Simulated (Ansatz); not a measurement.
Species: C$_{2}$H$_{4}$F$_{2}$, charge 0, multiplicity 1. SMILES: CC(F)F
Geometry: optimised at B3LYP-D3(BJ)/def2-TZVP (Ansatz, a program for electronic structure).

Computed values are from Ansatz. Cores are frozen in the correlated levels unless marked. Open shells are spin-unrestricted. Spin-orbit coupling is left out. No relativistic terms. CBS marks a two-point X^-3 extrapolation of the correlation energy; Hartree-Fock from the larger set (for Q and 5 zeta extrapolated as (X+1)exp(-9√X)).

What is the atomisation energy De at CCSD(T)/CBS(cc-pVQZ,cc-pV5Z)?

737.7 kcal/mol.

What is the dipole moment at CCSD(T)/aug-cc-pVDZ?

2.30 D.

What is the total energy at CCSD(T)/CBS(cc-pVQZ,cc-pV5Z)?

-278.0940 Eh.

What is the vertical triplet-singlet gap at CCSD(T)/CBS(aug-cc-pVTZ,aug-cc-pVQZ)?

9.34 eV.

What is the vertical ionisation energy (to the doublet) at CCSD(T)/CBS(aug-cc-pVTZ,aug-cc-pVQZ)?

12.93 eV.
